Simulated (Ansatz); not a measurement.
Input for Ansatz (an electronic-structure program): R-B3LYP/def2-TZVPPD on CH6S (a complex), monomers drawn apart or pushed together. Files ending in .json are basis or fitting sets from the Basis Set Exchange.

Ansatz 0.2 input:
```yaml
crystal:
  periodic: [false, false, false]
  atoms:
    - {symbol: C, position_ang: [-0.00797226, -0.05672570, 0.16889335]}
    - {symbol: H, position_ang: [-0.85349760, 0.21771153, 0.79809041]}
    - {symbol: H, position_ang: [-0.21597898, 0.22549257, -0.86207773]}
    - {symbol: H, position_ang: [0.88816304, 0.45909676, 0.51155769]}
    - {symbol: H, position_ang: [0.15033183, -1.13339962, 0.22228686]}
    - {symbol: S, position_ang: [0.70679911, -0.09877536, 6.49770730]}
    - {symbol: H, position_ang: [0.64405295, 1.00939487, 5.74308897]}
    - {symbol: H, position_ang: [0.72583520, -0.89696497, 5.41904160]}
basis:
  gaussian:
    orbitals: def2-TZVPPD.json
hamiltonian:
  xc: {name: B3LYP}
scf: {lower_state_search: off}
```

Program output:

```
WARN ansatz: RAYON_NUM_THREADS=1 ignored (pool sized by the plan → 1); use --threads N
Functional definition: B3LYP
these checks for a lower state are left out or cut short: stability, starts, cluster_reference, orbital_swaps, neighbouring_geometries, increment
integrals: 0.06 GiB planned
872 factors; their error is unknown
mean field: 0.62 GiB planned
mean field evaluation 1: about -11966.0029 eV, gradient 5.2e1 eV
mean field evaluation 2: about -11963.9401 eV, gradient 5.6e1 eV
mean field evaluation 4: about -11972.1078 eV, gradient 1.1e0 eV
mean field evaluation 8: about -11972.1161 eV, gradient 5.0e-2 eV
mean field evaluation 16: about -11972.1161 eV, gradient 1.9e-6 eV
mean field -11972.11608637 eV, -439.9671511825 hartree, gradient 1.9e-6 eV, S^2 0.000000; 0 other end points of the search recorded, 0 dependent functions left out
reference -11972.11642260 eV, -439.9671635387 hartree; 14, 14 occupied and 176, 176 virtual orbitals, 872 factors
Total energy: -11972.11642260 eV, -439.9671635387 hartree
Checks for a lower state left out: stability, starts, cluster_reference, orbital_swaps, neighbouring_geometries, increment
```

The calculation finished and met its thresholds.

Cost: about 2.0 core-seconds (a rough figure).
